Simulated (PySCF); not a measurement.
# Hartree-Fock beside MP2: Al2H3O2

All numbers below are calculated, not measured. The program is PySCF 2.14.0, an open-source quantum chemistry code, run on an isolated molecule that a program drew, which may never have been made. The molecule is Al2H3O2 (charge 0, doublet), drawn as the SMILES string `[OH][AlH][O][AlH]`.

The geometry was optimised and harmonic frequencies were computed with HF and MP2, all in the cc-pV(D+d)Z basis, for the commonest isotopes, with a restricted reference for singlets and an unrestricted one otherwise, and a frozen core in MP2. Each result is a local minimum of its method.

Geometry at the HF minimum:
```xyz
7
Al2H3O2, angstrom
O     1.0881   -1.8906    2.2693
Al    0.7713   -1.2758    0.7316
O    -0.7999   -1.0090    0.2013
Al   -2.3347   -0.6981   -0.4219
H     0.4830   -2.1408    2.9465
H     2.0032   -0.9589   -0.1788
H    -3.0886   -1.8880   -1.1760
```

Lengths of the bonds as drawn, in Å (atoms numbered as above):
```
  bond     HF    MP2
O1-Al2  1.686  1.709
Al2-O3  1.680  1.706
O3-Al4  1.685  1.711
 O1-H5  0.942  0.963
Al2-H6  1.564  1.565
Al4-H7  1.598  1.598
```

Rotational constants, in GHz:
| constant | HF | MP2 |
|---|---|---|
| A | 20.9 | 22.08 |
| B | 1.879 | 1.804 |
| C | 1.746 | 1.688 |

Harmonic frequencies in cm^-1, each column in rising order, so a row needn't be the same motion in every method:
```
rank,HF,MP2
1,66,67
2,89,68
3,105,88
4,279,?
5,396,377
6,516,496
7,546,521
8,614,614
9,668,631
10,740,714
11,895,858
12,1102,1043
13,1874,1861
14,2050,2026
15,4231,3939
```

**Estimate the missing MP2 frequency from the HF column.**

A single factor s that minimises the squared misfit of MP2 against s times HF over the other rows is sum(HF x MP2) / sum(HF^2) = 0.9500, with an rms misfit of 39 cm^-1. For rank 4 it gives 0.9500 x 279 = 265 cm^-1. The calculation gives 250 cm^-1, 15 cm^-1 below the estimate. The drawn bonds are on average 1.1 % longer in MP2 than in HF.
